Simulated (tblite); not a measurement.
Compound: C2ClF5O2S.
Bonds: O1–S2 (double), S2–O3 (double), S2–Cl4, S2–C5, C5–F6, C5–F7, C5–C8, C8–F9, C8–F10, C8–F11.

Computed with GFN2-xTB (tblite), gas phase: L-BFGS steps from a force-field or distance-geometry start until the largest atomic force falls under 0.01 eV/Å.

Step 41: E = -1193.0041 eV
```
atom  x, y, z in Å  |  force x, y, z in eV/Å
O1      1.3377   -1.3268    1.1765   -0.008   0.006   0.029
S2      1.4031   -0.3415    0.1627   -0.034  -0.018   0.004
O3      1.6872   -0.6994   -1.1774   -0.046   0.023  -0.015
Cl4     2.6594    1.1000    0.7355   -0.009   0.015  -0.001
C5     -0.2238    0.6106    0.1866    0.002  -0.001  -0.009
F6     -0.0707    1.7110   -0.5527    0.029  -0.001   0.001
F7     -0.4467    0.9713    1.4512    0.001  -0.017  -0.010
C8     -1.3363   -0.2898   -0.3697    0.020   0.006  -0.006
F9     -1.1254   -0.5127   -1.6609    0.004  -0.015   0.002
F10    -2.5502    0.2383   -0.2406    0.030  -0.003   0.021
F11    -1.3288   -1.4582    0.2629    0.011   0.005  -0.018
```

Step 42: E = -1193.0044 eV
```
atom  x, y, z in Å  |  force x, y, z in eV/Å
O1      1.3363   -1.3206    1.1879    0.005   0.016   0.020
S2      1.4043   -0.3431    0.1666   -0.088  -0.023   0.000
O3      1.6851   -0.7117   -1.1715   -0.042   0.025  -0.005
Cl4     2.6614    1.1014    0.7269   -0.002   0.018   0.002
C5     -0.2239    0.6106    0.1858    0.009   0.006  -0.001
F6     -0.0703    1.7128   -0.5509    0.034  -0.008  -0.007
F7     -0.4481    0.9708    1.4505    0.001  -0.025  -0.008
C8     -1.3366   -0.2887   -0.3728    0.035   0.012   0.005
F9     -1.1308   -0.4986   -1.6671   -0.008  -0.015   0.009
F10    -2.5523    0.2322   -0.2310    0.046  -0.007   0.011
F11    -1.3196   -1.4625    0.2498    0.009   0.000  -0.025
```

Problem. Estimate the geometry and energy of step 43. (The exact step hangs on the optimiser's Hessian estimate; all steps are aligned on step 42, rigid shifts and turns removed.)

Solution. E = -1193.0049 eV, largest force 0.152 eV/Å
```
atom  x, y, z in Å  |  force x, y, z in eV/Å
O1      1.3332   -1.3097    1.2081    0.025   0.034  -0.006
S2      1.4048   -0.3462    0.1732   -0.150  -0.025  -0.006
O3      1.6795   -0.7324   -1.1616   -0.037   0.025   0.022
Cl4     2.6652    1.1036    0.7118    0.002   0.014   0.002
C5     -0.2239    0.6113    0.1843    0.019   0.016   0.014
F6     -0.0689    1.7165   -0.5476    0.039  -0.017  -0.022
F7     -0.4512    0.9700    1.4491    0.000  -0.034   0.000
C8     -1.3361   -0.2867   -0.3783    0.049   0.013   0.018
F9     -1.1396   -0.4748   -1.6776   -0.029  -0.011   0.025
F10    -2.5551    0.2210   -0.2140    0.074  -0.013  -0.011
F11    -1.3024   -1.4699    0.2266    0.007  -0.001  -0.035
```

The energy changes by -0.0006 eV. The first-order estimate −F·Δx gives -0.0008 eV and the mean of the old and new forces, exact on a quadratic surface, -0.0006 eV. The step makes an angle of 84° with the force vector and moves no atom by more than 0.030 Å.
